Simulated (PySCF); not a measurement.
## Antimony: a sound run and one with changed settings

Sound run: Sb+ [Kr] 4d10 5s2 5p2, Sb(2+) [Kr] 4d10 5s2 5p1. All numbers are calculated (PySCF 2.14, scalar relativity through the core potential, in cc-pVTZ-PP with ECP28MDF). In the sound run the correlated levels freeze 4s2 4p6 4d10 outside the core potential. The sound run starts from symmetry-adapted Hartree-Fock orbitals and uses a fine grid where one is needed.

Changed run: initial guess 1e, at most 50 SCF cycles, level shift 2.0 hartree.

```json
{"species": "Sb+", "method": "UHF", "sound run (hartree)": "-238.96184", "changed run (hartree)": "-238.96184", "converged": "yes"}
{"species": "Sb+", "method": "M06-L", "sound run (hartree)": "-240.04611", "changed run (hartree)": "-240.04611", "converged": "yes"}
{"species": "Sb+", "method": "PBE", "sound run (hartree)": "-239.87751", "changed run (hartree)": "-239.87751", "converged": "yes"}
{"species": "Sb+", "method": "MP2", "sound run (hartree)": "-239.00739", "changed run (hartree)": "-238.97651", "converged": "yes"}
{"species": "Sb+", "method": "CCSD(T)", "sound run (hartree)": "-239.02209", "changed run (hartree)": "-239.02209", "converged": "yes"}
{"species": "Sb(2+)", "method": "UHF", "sound run (hartree)": "-238.37372", "changed run (hartree)": "-238.37372", "converged": "yes"}
{"species": "Sb(2+)", "method": "M06-L", "sound run (hartree)": "-239.45377", "changed run (hartree)": "-239.45377", "converged": "yes"}
{"species": "Sb(2+)", "method": "PBE", "sound run (hartree)": "-239.27227", "changed run (hartree)": "-239.27227", "converged": "yes"}
{"species": "Sb(2+)", "method": "MP2", "sound run (hartree)": "-238.40763", "changed run (hartree)": "-238.38458", "converged": "yes"}
{"species": "Sb(2+)", "method": "CCSD(T)", "sound run (hartree)": "-238.42023", "changed run (hartree)": "-238.42023", "converged": "yes"}
```

Ionisation energy of Sb+:

```
 method  sound run (eV)  changed run (eV)
    UHF          16.004            16.004
  M06-L          16.118            16.118
    PBE          16.469            16.469
    MP2          16.320            16.107
SCS-MP2          16.258            16.087
   CCSD          16.356            16.356
CCSD(T)          16.377            16.377
```

A level shift leaves the converged SCF energy unchanged but raises the virtual orbital energies, which shrinks MP2 if it is not removed.

For comparison, NIST gives 16.626 ± 0.025 eV between the lowest levels.
